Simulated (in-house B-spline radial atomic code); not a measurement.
Inner levels of promethium as electrons are removed. A shift is the extra binding of the orbital against the neutral atom ([Xe] 4f5/2(5) 6s2). The density at the nucleus is averaged over the nuclear charge. Computed with an all-electron radial atomic-structure program (B-spline basis): Dirac-Hartree-Fock, jj configuration that fills j = l - 1/2 first, finite nuclei.

A number in brackets counts the electrons of a j subshell.

```csv
ion,configuration,shift of 2s1/2 (eV),shift of 3p1/2 (eV),shift of 1s1/2 (eV),radius of 2s1/2 (bohr),radius of 3p1/2 (bohr),radius of 1s1/2 (bohr),Σ<r²> (bohr²),change of density at nucleus (bohr⁻³)
Pm34+,[Ar] 3d3/2(4) 3d5/2(5),1379.87,1283.62,1420.38,0.098063,0.24255,0.023172,1.1974,-2007.52
Pm35+,[Ar] 3d3/2(4) 3d5/2(4),1499.28,1378.49,1542.99,0.097992,0.24083,0.023172,1.1185,-1780.65
Pm36+,[Ar] 3d3/2(4) 3d5/2(3),1620.75,1474.65,1667.96,0.097917,0.23912,0.023172,1.0427,-1547.45
Pm37+,[Ar] 3d3/2(4) 3d5/2(2),1744.27,1572.09,1795.27,0.097838,0.23743,0.023172,0.96983,-1307.88
Pm38+,[Ar] 3d3/2(4) 3d5/2(1),1869.83,1670.81,1924.94,0.097756,0.23575,0.023173,0.89965,-1061.94
Pm39+,[Ar] 3d3/2(4),1997.4,1770.8,2056.96,0.097671,0.23408,0.023173,0.83207,-809.64
Pm40+,[Ar] 3d3/2(3),2128.89,1865.83,2193.89,0.097577,0.23258,0.023173,0.76826,-540.22
Pm41+,[Ar] 3d3/2(2),2262.42,1962.12,2333.24,0.09748,0.23108,0.023174,0.70677,-264.07
Pm42+,[Ar] 3d3/2(1),2397.98,2059.65,2475.01,0.097379,0.2296,0.023174,0.64749,18.838
Pm43+,[Ne] 3s2 3p6,2535.55,2158.43,2619.21,0.097274,0.22813,0.023174,0.59033,308.52
Pm44+,[Ne] 3s2 3p1/2(2) 3p3/2(3),2661.65,2256.46,2764.84,0.097169,0.22681,0.023171,0.51989,627.78
```
